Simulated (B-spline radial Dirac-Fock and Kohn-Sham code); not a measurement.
**Subshell cross sections of Ni⁴⁺, photon energy 160 eV**

System: Ni⁴⁺, [Ar] 3d6.

The computed values come from a B-spline atomic structure program: a relativistic central-field model (Hartree-Slater potential of the initial state, Latter tail, multipole expansion of the photon field, Dirac-Fock thresholds). The asymmetry parameter β is from the dipole term alone. Kinetic energies are from the vacuum level. Open shells are spread statistically over j, without multiplet splitting.

```csv
subshell,electrons,binding (eV),kinetic (eV),σ (kb),β
3p1/2,2,149.7,10.27,301,0.21
3p3/2,4,147.4,12.58,657,0.29
3d3/2,2.4,78.28,81.72,1270,0.91
3d5/2,3.6,77.98,82.02,1890,0.92
```

Branching ratios of the spin-orbit partners (statistical value in brackets): 3p 2.18 (2.00), 3d 1.49 (1.50).

At such low photon energies correlation between channels can change these cross sections by tens of per cent.

Run: 3.7 s of CPU time on 1 thread of Neoverse-N1 (shared host), peak memory 0.44 GiB.
